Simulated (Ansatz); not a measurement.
`[AlH2][O][SiH2][AlH2]` + H₂S → `[AlH2][O][SiH2]S` + `[AlH3]` at 500 K and 1 bar (cleavage of the Si–Al bond).

Isolated molecules relaxed with PBE0-D4/def2-TZVP in Ansatz; ΔE leaves out vibrations. CBS: MP2 limit from def2 TZ/QZ plus the TZ coupled-cluster correction, frozen cores. This one scheme is used for every species. Each species was taken in one conformer, which may not be the lowest.

```
                species  CCSD(T)/CBS energy (Eh)  H − E (kJ/mol)  S (J/(mol·K))
`[AlH2][O][SiH2][AlH2]`               -851.94680           180.9          473.6
                    H₂S               -398.97279            57.0          224.0
     `[AlH2][O][SiH2]S`              -1007.16932           166.8          433.9
               `[AlH3]`               -243.78045            68.7          232.2
```

H − E and S are ideal-gas, rigid-rotor, harmonic terms from PBE0-D4/def2-TZVP, for one conformer and one mirror image of each species. 1 Eh = 2625.50 kJ/mol, R = 8.31446 J/(mol·K).

Task: By hand: ΔE, ΔH, ΔS and ΔG.

Result: ΔE = (-1007.16932) + (-243.78045) − (-851.94680) − (-398.97279) = -0.03018 Eh = -79.2 kJ/mol. Δ(H − E) = 166.8 + 68.7 − 180.9 − 57.0 = -2.4, so ΔH = -81.6 kJ/mol. ΔS = 433.9 + 232.2 − 473.6 − 224.0 = -31.5 J/(mol·K). ΔG = -81.6 − 500 × (-31.5)/1000 = -65.8 kJ/mol.

Task: By hand: the equilibrium constant, and the temperature at which ΔG would vanish if ΔH and ΔS stayed fixed.

Result: log₁₀ K = −ΔG/(RT ln 10) = 6.9. ΔG = 0 at ΔH/ΔS = 2590 K, far beyond where these terms or the molecules hold.

ΔH outweighs TΔS. A doubt of 5 kJ/mol in ΔE shifts log₁₀ K by 0.5 here. Other conformers and mirror images would add mixing entropy, several J/(mol·K) or more a flexible species. Modes under 60 cm⁻¹, often nearly free rotors, make the harmonic entropy too high. These are equilibria of isolated gas molecules and say nothing of rates. Largest T1 diagnostic: 0.013 (customary marks: 0.02 for closed shells, 0.045 for open ones).
